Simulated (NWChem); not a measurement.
Molecule: WN2H2Cl2; SMILES [NH]=[W](=[NH])([Cl])[Cl]

No frequency run checked for a minimum. def2 effective core potentials on W; no spin-orbit coupling.

Problem. Give the equilibrium geometry at PBE0/def2-SVP with def2 effective core potentials on W (NWChem) as an XYZ file, with the point group.

Solution. point group C2v; any orientation.
```
7

W      0.0000     0.0000    -0.1439
N      0.0000    -1.4157    -1.1503
H      0.0000    -1.9266    -2.0288
N      0.0000     1.4157    -1.1503
H      0.0000     1.9266    -2.0288
Cl    -1.9648     0.0000     1.0417
Cl     1.9648     0.0000     1.0417
```
